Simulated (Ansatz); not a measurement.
Cost and result up the ladder for the cluster Sn4H2 (6 atoms). Total charge 0; singlet. Geometry: PBE0-D4/def2-SVP.

```xyz
6

Sn   -1.3495    0.1965   -0.8921
Sn    0.7548   -1.6708   -1.4543
Sn   -0.6935    2.5117    0.7236
Sn    1.4472    0.6870    0.2010
H    -0.0257   -2.5564   -0.1197
H    -0.1333    0.8319    1.5414
```

Ansatz on 4 threads of Arm Neoverse V1 on a shared host. Times are rough, and most runs start from the orbitals of an earlier one. PBE0-D4/def2-TZVP serves as the yardstick here, not as an exact answer. Differences are given only for rows in sets of like size (and for xTB, whose basis is part of the method), since another set adds its own error. Binding counts from free atoms at the same level (Sn triplet, H doublet; other spins of the atoms weren't run), without zero-point energy or a counterpoise term.

In the def2 sets Sn takes a core potential; there is no spin–orbit coupling. HSE06 is defined as in plane-wave codes, on full-range PBE exchange. Correlated methods freeze 16 core orbitals; core or outer-core shells of Sn are correlated, in sets that lack core-valence functions. The rows differ in basis, and correlated rows in double-zeta sets carry the largest basis error. Another isomer (singlet) lies 0.03 eV lower at PBE-D4/def2-TZVP; other spin states weren't run for this one.

Correlated methods converge slowly with the basis, most of all in double-zeta sets.

| level | functions | wall time | binding energy per atom (eV) | difference from PBE0-D4/def2-TZVP (eV) |
| --- | --- | --- | --- | --- |
| PBE-D4/def2-SVP | 114 | 1.4 s | 2.25 | – |
| LDA (SPW92)/def2-TZVP | 212 | 1.6 s | 2.68 | 0.50 |
| PBE0-D4/def2-SVP | 114 | 2.5 s | 2.15 | – |
| PBE-D4/def2-TZVP (with forces) | 212 | 3.3 s | 2.27 | 0.09 |
| HSE06-D4/def2-TZVP | 212 | 5.5 s | 2.18 | 0.00 |
| MP2/def2-TZVP | 212 | 5.5 s | 2.12 | -0.06 |
| PBE0-D4/def2-TZVP | 212 | 6 s | 2.18 | 0.00 |
| r2SCAN-D4/def2-TZVP | 212 | 6.5 s | 2.20 | 0.02 |
| CCSD(T)/def2-SVP | 114 | 22 s | 1.90 | – |
